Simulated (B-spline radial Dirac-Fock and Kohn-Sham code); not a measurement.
# Yb¹¹⁺: eigenvalues, ΔSCF and the reference

System: ytterbium as Yb¹¹⁺, [Kr] 4d10 4f11 5s2.

The density-functional columns are spherical, spin-unpolarised Dirac-Kohn-Sham results without Breit or QED terms: −ε is minus the orbital energy of the initial state and ΔSCF the difference of two total energies. The reference in the last column comes from multi-electron Dirac-Fock with separately optimised hole states, Breit and Lamb-shift corrections added in first order. All numbers are from a B-spline atomic structure program, in eV; a selection of levels is shown. For the 1s level of heavy atoms much of the gap between ΔSCF and the reference is the Breit and QED part, -290.0 eV here; for other levels the error of the functional can be larger.

```
     level   LDA −ε  LDA ΔSCF  Dirac-Fock
    K (1s)  61309.5   61830.2     61552.5
   L1 (2s)  10557.7   10657.5     10717.0
L2 (2p1/2)  10085.3   10211.5     10200.9
L3 (2p3/2)   9039.3    9150.5      9165.6
   M1 (3s)   2541.3    2574.5      2624.9
M2 (3p1/2)   2331.9    2367.1      2398.7
M3 (3p3/2)   2109.9    2142.6      2175.9
M4 (3d3/2)   1751.5    1789.6      1796.9
M5 (3d5/2)   1703.0    1740.2      1749.4
   N1 (4s)    664.7     682.5       709.0
N2 (4p1/2)    579.7     597.4       616.0
N3 (4p3/2)    528.6     545.7       565.0
N4 (4d3/2)    388.0     404.7       412.4
N5 (4d5/2)    378.5     395.0       403.0
 N6,7 (4f)    203.1     218.4       214.9
   O1 (5s)    234.8     245.2       237.8
```

Values without a named source are computed, but for edge energies of neutral atoms, which are taken from tables.
